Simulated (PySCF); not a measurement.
## Computed properties of CH5NbO2S, SMILES [OH][Nb]([CH3])([OH])=[S], multiplicity 1

Nb(S)(OH)2(Me) (CH₅NbO₂S), SMILES [CH3][Nb]([OH])([OH])=[S], multiplicity 1. Geometry: B3LYP-D3(BJ)/def2-SVP. The multiplicity is an assumed one; no other spin state was optimised. The structure was generated by enumeration; whether it is a known compound was not checked. The def2 effective core potentials stand for the cores of Nb; spin–orbit coupling is left out. The values are those of a single conformer. All values are computed for the isolated molecule unless a solvent is named; none is compared with measurement here.

**Structure.** The optimised structure has Cs symmetry. All 24 harmonic modes at B3LYP-D3(BJ)/def2-SVP (PySCF) are real, so it is a minimum. With heavy atoms numbered as in [Nb:1](=[S:2])([OH:3])([OH:5])[CH3:7], the shortest bond between them is Nb1–O3 at 1.889 Å and the longest Nb1–S2 at 2.161 Å.

**Vibrations.** The strongest infrared lines (harmonic, unscaled, degenerate partners summed) lie at 3872 cm⁻¹ (399 km/mol, H 94 %), 347 cm⁻¹ (229 km/mol, H 81 %, O 16 %), 758 cm⁻¹ (144 km/mol, O 65 %, Nb 24 %, H 10 %). The softest mode is at 153 cm⁻¹ and the zero-point energy is 39.2 kcal/mol.

**Electronic structure.** CAM-B3LYP/def2-TZVP (PySCF) places the frontier levels at -8.80 and -0.66 eV, a gap of 8.14 eV, and gives a dipole moment of 1.66 D and a mean polarisability of 80.7 bohr³. PBE/def2-TZVP (PySCF) at the same geometry gives -6.39 and -2.59 eV, so its gap is 4.34 eV narrower. An orbital gap is neither the optical nor the fundamental gap.

**Excitations.** TDA-B3LYP/def2-SVPD (PySCF) has S1 at 3.93 eV (316 nm, f = 0.000, dark); the most intense of the 10 singlets computed lies at 4.68 eV (f = 0.02). T1 (TDA) is at 3.38 eV, 0.55 eV under S1. TDA-PBE/def2-SVPD (PySCF) puts S1 at 3.84 eV. No vertical singlet excitation falls in the visible range (under 3.1 eV).
